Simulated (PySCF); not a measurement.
From one molecule to another.

First species: 1,4-dioxin, C₄H₄O₂.
InChI=1S/C4H4O2/c1-2-6-4-3-5-1/h1-4H

Second species: 2-octanol, C₈H₁₈O.
Structure used (PBE0-D3(BJ)/def2-SVP), in Å, numbered top down from 1:
```
atom  x, y, z in Å
C1     4.619   -0.617   -0.178
C2     3.418    0.288    0.042
C3     2.083   -0.421   -0.138
C4     0.876    0.479    0.077
C5    -0.458   -0.231   -0.103
C6    -1.658    0.680    0.107
C7    -3.023    0.000    0.046
C8    -3.338   -0.610   -1.311
O9    -4.038    0.893    0.447
H10    5.568   -0.076   -0.041
H11    4.621   -1.038   -1.196
H12    4.615   -1.464    0.526
H13    3.468    1.147   -0.651
H14    3.462    0.723    1.056
H15    2.028   -1.278    0.558
H16    2.037   -0.861   -1.152
H17    0.922    0.917    1.090
H18    0.930    1.336   -0.619
H19   -0.518   -1.078    0.604
H20   -0.493   -0.679   -1.111
H21   -1.585    1.170    1.092
H22   -1.639    1.496   -0.642
H23   -3.040   -0.803    0.804
H24   -4.350   -1.040   -1.303
H25   -2.627   -1.403   -1.585
H26   -3.300    0.161   -2.100
H27   -4.048    1.620   -0.185
```

Levels: B3LYP/def2-SVPD for HOMO energy, LUMO energy, HOMO–LUMO gap and static isotropic polarisability; TDDFT B3LYP/def2-SVPD for lowest singlet excitation; TDA B3LYP/def2-SVPD for lowest triplet excitation (Tamm–Dancoff); ΔSCF B3LYP/def2-SVPD for vertical ionisation energy. Geometries: PBE0-D3(BJ)/def2-SVP. Each structure is a single optimised conformer of the isolated species, non-relativistic unless stated. Electronic properties by PySCF.

| property | column X | column Y |
| --- | --- | --- |
| HOMO energy | -7.53 eV | -5.38 eV |
| LUMO energy | 0.36 eV | -0.54 eV |
| HOMO–LUMO gap | 7.89 eV | 4.84 eV |
| lowest singlet excitation | 6.81 eV | 3.79 eV |
| lowest triplet excitation (Tamm–Dancoff) | 6.57 eV | 2.85 eV |
| static isotropic polarisability | 106.9 au | 50.8 au |
| vertical ionisation energy | 9.59 eV | 7.79 eV |

**Question.** Which column belongs to which species?

**Answer.** Column X is the second species and column Y the first. The first has 10 atoms and 44 electrons, the second 27 and 74.

**Question.** How does each property change from the first species to the second?

**Answer.** HOMO energy -2.15 eV; LUMO energy +0.90 eV; HOMO–LUMO gap +3.05 eV; lowest singlet excitation +3.02 eV; lowest triplet excitation (Tamm–Dancoff) +3.72 eV; static isotropic polarisability +56.1 au; vertical ionisation energy +1.80 eV.

On the first: No computed singlet falls in the visible range (750 to 380 nm, 1.65 to 3.26 eV); S1 lies 0.53 eV above its blue end. The vertical singlet–triplet gap S1 − T1 is 0.94 eV (TDDFT singlet less Tamm–Dancoff triplet; S1: HOMO→LUMO, weight 0.99; T1: HOMO→LUMO, weight 0.97).

On the second: The vertical singlet–triplet gap S1 − T1 is 0.24 eV (TDDFT singlet less Tamm–Dancoff triplet; S1: HOMO→LUMO, weight 0.79; T1: HOMO→LUMO, weight 0.69). The principal polarisabilities are 92.2, 99.4 and 129.0 au; their mean is the isotropic value.
